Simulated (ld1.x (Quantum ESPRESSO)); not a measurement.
iron (Fe), RRKJ: configuration errors across variants

* Element: Fe (Z = 26)
* Generator: ld1.x (Quantum ESPRESSO) 7.5
* Type: norm-conserving RRKJ (Kleinman–Bylander form)
* Functional: PBE
* Relativity: scalar-relativistic
* Frozen core: [Ne] 3s2
* Valence charge: 14
* Reference configuration: 3p6 3d6.5 4s1.5 4p0
* Partial waves: 4s (bound): rc 2.30 bohr; 3d (bound): rc 1.65 bohr; 3p (bound): rc 0.90 bohr
* Local potential: the p channel
* Core correction: none
* rho0: 0.001

All-electron excitation energies from the reference (eV): (1) 3p6 3d6 4s2 4p0 0.727; (2) 3p6 3d6 4s1 4p0 9.456; (3) 3p6 3d6 4s0 4p0 25.659; (4) 3p6 3d6 4s1.5 4p0 4.211; (5) 3p6 3d5 4s0 4p0 59.883; (6) 3p5 3d6 4s2 4p0 68.406; (7) 3p6 3d4 4s0 4p0 112.972.

Tests that are not counted but printed errors over 1 eV. “all radii scaled by about 1.34 (s 3.08, p 1.20, d 2.20 bohr)”: all (the test run did not reproduce the reference configuration, from which every error is measured).

4 further variants failed, have other tests or too few solved ones, and are left out.

A true bound ghost makes a file unfit for plane-wave use even where its test errors are small: the radial tests pick states by their node count and pass the ghost by. Where a test does run into it, the solver fails or the error is huge.

Errors AE − PS in meV (a dash: test not solved or not reliable):

```csv
change,(1),(2),(3),(4),(5),(6),(7),bound ghosts
base,-7.7,+2.9,+16,-2.7,+153,-571,+693,s
"all radii scaled by about 1.34 (s 3.08, p 1.20, d 2.20 bohr)",–,–,–,–,–,–,–,s
wave 4s (bound): rc 2.30 bohr becomes 4s (bound): rc 2.68 bohr,-5.3,+2.9,+12,-1.5,+133,-542,+652,s
wave 3p (bound): rc 0.90 bohr becomes 3p (bound): rc 1.24 bohr,-7.0,+3.8,+16,-2.0,+156,-564,+707,s
core correction a·sin(br)/r model core inside 0.68 bohr,-9.0,+0.8,-1.2,-3.9,+95,-595,+545,s
```

**Question.** Give the same row for: wave 3d (bound): rc 1.65 bohr becomes 3d (bound): rc 1.10 bohr.

**Answer.** -17, +3.8, +22, -6.8, +130, -242, +250; bound ghosts: s.
